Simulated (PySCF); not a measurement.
Structure elucidation problem

An unknown has the formula C$_{7}$H$_{4}$FNO. Its calculated NMR data are:

1H NMR (400 MHz, computed): δ 6.99 (m, 2H), 6.92 (m, 2H).

13C{1H} NMR (computed): δ 166.4 (C, d, J = 316.2 Hz), 130.6 (C), 130.1 (CH, d, J = 5.3 Hz), 121.7 (C), 119.3 (CH, d, J = 20.8 Hz).

How the numbers were obtained: J couplings at B3LYP/pcJ-1 (spin–dipole term only in couplings to heteroatoms), PBE/pcSseg-1 with gauge-including orbitals, geometry from PBE0-D3(BJ)/def2-SVP, in PySCF (no relativistic terms, no solvent, rapidly exchanging positions averaged, a single conformation).

Scale: 1H (σ = 31.20 ppm) and 13C (σ = 180.03 ppm) against TMS (reference shieldings calculated alike).

Question: What is the structure?

Answer: 
1. The formula gives 6 degrees of unsaturation (1 ring in the answer).
2. 5 carbon signals for 7 carbons: some carbons are equivalent by symmetry or fast rotation.
3. Carbon types of the structure: 3 × C, 4 × CH, which accounts for all hydrogens.
4. δC 166.4: aromatic carbon bearing fluorine; the electronegative substituent deshields the carbon that carries it.
5. δC 130.6: aromatic carbon bearing nitrogen.
6. δC 130.1, 119.3: aromatic CH.
7. δC 121.7: central carbon of a heterocumulene.
8. δH 6.99, 6.92: hydrogen on an aromatic CH; ring-current deshielding.

Structure: `O=C=Nc1ccc(F)cc1`.

The shifts were computed for this structure.

C–F couplings over four or more bonds (about 3 Hz to the para carbon of a fluoroarene) are left out. Common functionals overestimate the size of one-bond C–F couplings by tens of Hz; these are unscaled. Splittings below 1 Hz are ignored in the labels, and close J values are merged. Couplings among chemically equivalent protons are left out too, so labels in AA′BB′ or AA′XX′ sets are apparent multiplicities. Unscaled 3J(H,H) at this level run about 10 % above measured values. Shifts are as computed. Against solution values, carbons near 30 ppm lie about +2 ppm off and those near 130 ppm about +2 ppm. Of 1211 compounds with measured shifts, 218 miss one by over three times the rms of a fit or turn the order of signals round; such compounds aren't used in these exercises.
